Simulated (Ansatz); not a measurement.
CH$_{4}$FGaSi. Charge 0, multiplicity 1. The bonds changed during the relaxation, so this is another structure than the one it started from.

```xyz
8

F     1.880   -0.289   -0.517
C     0.912    0.063    0.358
Si   -0.502    0.988   -0.162
Ga   -1.289   -1.332   -0.666
H     1.075   -0.350    1.348
H    -0.424    1.831   -1.372
H    -1.322    1.498    0.958
H    -0.329   -2.411    0.053
```

(1) List the harmonic frequencies (cm⁻¹, unscaled) at PBE0-D4/def2-TZVP in Ansatz. (Estimate.)

(2) Is this a minimum?

(3) Give the ideal-gas thermochemistry at 298.15 K and 1 bar (rigid rotor, harmonic oscillator; point group C1, symmetry number 1).

(4) And at 400, 500, 600, 800 and 1000 K?

Results:

(1) Ansatz gave: 74, 207, 223, 257, 317, 370, 519, 576, 616, 682, 814, 900, 1161, 1343, 1787, 2256, 2284, 3195.

(2) Yes, all 18 modes are real.

(3) Zero-point energy 105.2 kJ/mol; H(298) − E = 125.3 kJ/mol; entropy 344.4 J/(mol·K), of which translation 169.8, rotation 114.3, vibration 60.3; G(298) − E = 22.6 kJ/mol. Modes under 100 cm⁻¹ are hindered rotations or soft bends, so the harmonic entropy is rough.

(4) 
```
T (K)  H − E (kJ/mol)  S (J/mol/K)  G − E (kJ/mol)
  400           136.4        376.2           -14.1
  500           148.4        403.1           -53.1
  600           161.5        426.9           -94.7
  800           189.6        467.3          -184.2
 1000           219.9        501.0          -281.1
```
